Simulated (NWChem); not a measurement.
Species: C2H2F3 cation

```xyz
7

F      0.1237    -1.8009     0.0000
C     -0.7166    -0.7769     0.0000
C      0.0117     0.5041     0.0000
F      1.2467     0.5614     0.0000
F     -0.5914     1.5902     0.0000
H     -1.3903    -0.7598    -0.8889
H     -1.3903    -0.7598     0.8889
```
Atoms are numbered in this order, from 1.

Program: NWChem. Geometry: optimised at PBE0/def2-SVP.

**Question.** Taking PBE/def2-TZVPP as the yardstick, which of these has the fewest basis functions while keeping “highest occupied level (eV)” within 0.2 eV of it: PBE/def2-SVPD; PBE/def2-TZVP; PBE/def2-SVP?

**Answer.** PBE/def2-SVPD.
| level | basis functions | highest occupied level (eV) |
|---|---|---|
| PBE/def2-SVP | 80 | -14.88 |
| PBE/def2-SVPD | 125 | -15.22 |
| PBE/def2-TZVP | 167 | -15.11 |
| PBE/def2-TZVPP | 183 | -15.11 |

The yardstick is one finite set, not the basis-set limit.
